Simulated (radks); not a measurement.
Problem. These are the eigenvalues of the occupied orbitals of an atom or ion with whole-number occupations (eV). All-electron calculation, scalar-relativistic Kohn-Sham, PBE, spin-unpolarised, spherical densities, finite nucleus; Fermi nuclear charge, rms radius of each element as measured or else 0.836 A^(1/3) + 0.57 fm. Program: a radial shooting solver on a logarithmic mesh with Libxc functionals.

1s: -51858.21
2s: -8602.030
2p: -7645.038
3s: -1912.796
3p: -1617.588
3d: -1232.807
4s: -383.8942
4p: -286.7030
4d: -153.2621
5s: -53.8905
5p: -31.2316
4f: -9.3827
6s: -8.7384

Which element is it, and in what charge state? The configuration may be excited.

Solution. Z = 65, terbium, charge +1: Tb+ in [Xe] 4f9 6s1. The list shows which subshells hold electrons but not how many an open one holds; the 1s level, -1905.8 hartree, gives Z - s = 61.7 by -(Z - s)^2/2, which with screening and relativity narrows Z to a few neighbours, and the depths of the outer levels then fix element, charge and occupations together.
